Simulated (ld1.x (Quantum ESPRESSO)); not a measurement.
Configuration tests for rubidium (Rb) (TM)

Rb (Z = 37), norm-conserving Troullier–Martins (Kleinman–Bylander form), made with ld1.x (Quantum ESPRESSO) 7.5 (PBE, scalar-relativistic). Core [Ar] 3d10, reference 4s2 4p6 4d0 5s0.5 5p0 (charge +0.5). Waves: 4s (bound): rc 1.90 bohr; 4d (bound, empty): rc 3.28 bohr; 4p (bound): rc 1.34 bohr. Local part: the p channel. Core correction: none.

Occupied shells without a wave of their own: 5s. They enter only through the test configuration that unscreens the potential.

Energies are relative to the spin-unpolarised reference configuration 4s2 4p6 4d0 5s0.5 5p0; without spin polarisation the order of configurations can differ from experiment.

```csv
valence configuration,charge,ΔE all-electron (eV),error AE − PS (meV)
4s2 4p6 4d0 5s1 5p0,0,-1.578,+12
4s2 4p6 4d0 5s0 5p1,0,-0.058,-12
4s2 4p6 4d1 5s0 5p0,0,0.662,-14
4s2 4p6 4d0.5 5s0.5 5p0,0,-0.461,+0.5
4s2 4p5 4d0 5s1 5p0,+1,19.562,+45
4s1 4p6 4d0 5s1 5p0,+1,36.157,+29
```

(1) What are ΔE and the potential's error for 4s2 4p6 4d0 5s0 5p0?

Levels in the configuration 4s2 4p5 4d0 5s1 5p0:

```json
{"level": "4s", "all-electron (eV)": "-43.143", "pseudo (eV)": "-43.089"}
{"level": "4p", "all-electron (eV)": "-26.611", "pseudo (eV)": "-26.548"}
{"level": "5s", "all-electron (eV)": "-8.072", "pseudo (eV)": "-8.131"}
```

Answers

(1) ΔE = 2.576 eV all-electron; the error (AE − PS) is -22 meV.
